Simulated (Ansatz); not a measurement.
```xyz
5

C    -0.0097   -0.0501   -0.7208
N     0.0300   -0.1536    0.7186
H     0.0251    0.9118    1.1483
H     0.0198   -1.0526   -1.2478
H    -0.1043    0.8206   -1.2424
```

Basis set: STO-3G (spherical functions). Left uncorrelated: 2 orbitals. Charge 0, multiplicity 1.

Computed with Ansatz (development build ahead of 0.2.0); each method stands on the lowest determinant of its kind that the runs found. Restricted open shells among the atoms or ions are ROHF, correlated in semicanonical orbitals with singles.

Question: Give the atomization energy at this shape (free ground-state atoms in the same class of orbitals less the molecule, no zero-point energy) of singlet CH3N by RHF-MP2, RHF.

Answer:

| method | atomization energy |
| --- | --- |
| RHF-MP2 | 16.28 eV |
| RHF | 12.35 eV |

Caution: the shape is not the minimum.

This basis has no polarisation functions and is too small for such energies, which can lie far from measured ones in either direction.
